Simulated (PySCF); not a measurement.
C2H2O, SMILES C1=CO1.

Geometry: PBE0-D3(BJ)/def2-TZVP.

All values below come from TDDFT-ωB97X/def2-SVPD (PySCF).

Vertical excitations. The molecule is in vacuum. State labels are in the subgroup C2v.

Computed UV-visible absorptions:
```
state  symmetry  energy (eV)  λ (nm)      f                                            main pairs
-----  --------  -----------  ------  -----  ----------------------------------------------------
S1           B2         4.21     294  0.032                                        HOMO→LUMO 98 %
S2           B1         5.51     225  0.003                                      HOMO→LUMO+3 87 %
S3           B1         6.47     192  0.020                                      HOMO→LUMO+1 89 %
S4           A2         6.52     190  0.000  HOMO→LUMO+4 51 %, HOMO→LUMO+2 30 %, HOMO→LUMO+8 11 %
S5           A2         6.98     178  0.000                    HOMO→LUMO+2 65 %, HOMO→LUMO+4 31 %
S6           A2         8.03     154  0.000                                      HOMO−1→LUMO 98 %
S7           B1         8.06     154  0.009                                      HOMO→LUMO+5 90 %
S8           B1         8.33     149  0.003                                      HOMO−2→LUMO 93 %
S9           A1         8.34     149  0.069                                      HOMO→LUMO+6 99 %
S10          B1         9.24     134  0.031                                      HOMO→LUMO+7 91 %
T1           B2         2.71     458      0                                        HOMO→LUMO 95 %
T2           B1         4.87     255      0                                      HOMO→LUMO+3 83 %
T3           A2         6.13     202      0  HOMO→LUMO+4 61 %, HOMO→LUMO+2 16 %, HOMO→LUMO+8 13 %
T4           B1         6.51     191      0                                      HOMO→LUMO+1 90 %
```
Triplets are in the Tamm–Dancoff approximation, which puts them higher than full response would, so one can lie above its singlet here.
